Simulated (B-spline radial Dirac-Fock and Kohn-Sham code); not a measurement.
Two-hole binding energies of Zr

System: the free zirconium atom in the configuration [Kr] 4d2 5s2.

Input file task.json (cfg lists n, l and occupation; rrms is the nuclear radius in fm):

```json
{"items": [{
  "Z": 40,
  "q": 0,
  "cfg": [[1, 0, 2], [2, 0, 2], [2, 1, 6], [3, 0, 2], [3, 1, 6], [3, 2, 10], [4, 0, 2], [4, 1, 6], [4, 2, 2], [5, 0, 2]],
  "A": 90,
  "rrms": 4.2694,
  "do": ["binding", "quiet", "double"]
}]}
```

Launch: `python xray_run.py task.json out`

Level of theory: Dirac-Fock ΔSCF + Breit + QED; a radial B-spline solver. U is the two-hole binding energy less the two single-hole energies, the effective repulsion of the holes after relaxation. Each two-hole energy is an average over J within one jj subconfiguration.

```
          holes  E(a) (eV)  E(b) (eV)  E(ab) (eV)  U (eV)
   1s⁻¹ 2p1/2⁻¹    18006.0     2317.1     20485.6   162.6
   1s⁻¹ 3p1/2⁻¹    18006.0      356.5     18407.9    45.5
   2s⁻¹ 2p1/2⁻¹     2546.8     2317.1      4951.3    87.4
   2s⁻¹ 3p1/2⁻¹     2546.8      356.5      2942.5    39.2
   2s⁻¹ 3p3/2⁻¹     2546.8      342.6      2927.9    38.4
   2s⁻¹ 3d5/2⁻¹     2546.8      188.5      2774.9    39.6
2p1/2⁻¹ 3p3/2⁻¹     2317.1      342.6      2699.3    39.6
2p3/2⁻¹ 3p1/2⁻¹     2232.6      356.5      2629.4    40.3
2p1/2⁻¹ 3d3/2⁻¹     2317.1      190.9           ?       ?
2p1/2⁻¹ 3d5/2⁻¹     2317.1      188.5      2545.9    40.3
2p3/2⁻¹ 3d3/2⁻¹     2232.6      190.9      2463.9    40.4
        3p1/2⁻²      356.5      356.5       746.2    33.2
        3p3/2⁻²      342.6      342.6       716.0    30.8
3d3/2⁻¹ 3d5/2⁻¹      190.9      188.5       411.9    32.5
```

**Question.** Give the missing two-hole energy and U.

**Answer.** E(ab) = 2546.6 eV and U = 38.6 eV.

Values without a named source are computed, but for edge energies of neutral atoms, which are taken from tables.
